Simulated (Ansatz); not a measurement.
`[SiH3]SB1BC1`. The species carries charge 0 and has multiplicity 1.

Z-matrix (Å, degrees):
```
Si
S 1 2.151
H 1 1.486 2 109.6
H 1 1.482 2 110.3 3 120.7
H 1 1.483 2 106.8 3 -119.0
B 2 1.772 1 99.2 3 -63.8
C 6 1.637 2 135.8 1 27.9
B 6 1.553 2 167.3 1 -177.6
H 7 1.104 6 79.7 2 31.3
H 7 1.088 6 150.4 2 -77.2
H 8 1.183 6 151.3 2 70.8
```

Q: What are the harmonic wavenumbers in cm⁻¹ at PBE0-D4/def2-TZVP (Ansatz, finite differences of forces, unscaled)? (Best estimate.)

A: Ansatz gave: 95, 110, 134, 237, 328, 359, 434, 491, 534, 621, 629, 683, 774, 858, 903, 933, 940, 949, 1098, 1315, 1417, 2226, 2245, 2254, 2738, 3030, 3154.

Q: Is this a minimum?

A: Yes, all 27 modes are real.

Q: Give the ideal-gas thermochemistry at 298.15 K and 1 bar (rigid rotor, harmonic oscillator; point group C1, symmetry number 1).

A: Zero-point energy 176.4 kJ/mol; H(298) − E = 199.1 kJ/mol; entropy 356.3 J/(mol·K), of which translation 166.3, rotation 114.0, vibration 76.0; G(298) − E = 92.9 kJ/mol. Modes under 100 cm⁻¹ are hindered rotations or soft bends, so the harmonic entropy is rough.

Q: Rotational constants (cm⁻¹)?

A: 0.201, 0.06657, 0.05198.
